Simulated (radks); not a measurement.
Neutral niobium inside a hard spherical wall (all orbitals vanish at R), configuration held at [Kr] 4d4 5s1 and not refilled when levels cross. All-electron calculation, scalar-relativistic Kohn-Sham, LDA (Slater exchange, VWN5 correlation), spin-polarised, spherical densities, finite nucleus; open shells are filled with parallel spins first (spin-orbit coupling, left out, can overturn this in heavy ions); Fermi nuclear charge, rms radius 4.324 fm. Program: a radial shooting solver on a logarithmic mesh with Libxc functionals. Eigenvalues in eV for spin up, with the zero of energy where the potential of the charges vanishes at infinity; a dash marks a level that is unbound or too diffuse for the functional's potential to be trusted. A positive occupied level is held by the wall or, in an anion where self-interaction has pushed it up, behind a barrier. The pressure on the wall is -dE/dV.

R (bohr),E (hartree),kinetic (hartree),e(4s),e(4p),e(5s),e(4d),"e(5p, empty)","e(6s, empty)",pressure (GPa)
free,-3815.61465,3927.386,-58.800,-35.051,-4.668,-3.814,-1.466,-0.034,0
20,-3815.61465,3927.386,-58.800,-35.051,-4.668,-3.814,-1.466,0.100,< 0.0001
15,-3815.61465,3927.386,-58.800,-35.051,-4.667,-3.813,-1.461,0.392,< 0.0001
10,-3815.61400,3927.393,-58.746,-34.997,-4.624,-3.766,-1.303,2.118,0.0170
7,-3815.59701,3927.503,-58.067,-34.334,-3.986,-3.180,-0.051,8.253,0.921
6,-3815.56173,3927.683,-57.169,-33.465,-2.998,-2.398,1.543,14.233,3.81
4,-3815.07132,3929.589,-51.240,-27.835,6.704,3.404,14.923,53.594,101
2,-3801.46630,3975.296,-4.703,21.857,155.97,65.779,180.86,409.58,18100
1.5,-3768.52632,4068.810,73.739,108.50,403.72,165.65,434.33,895.70,130000
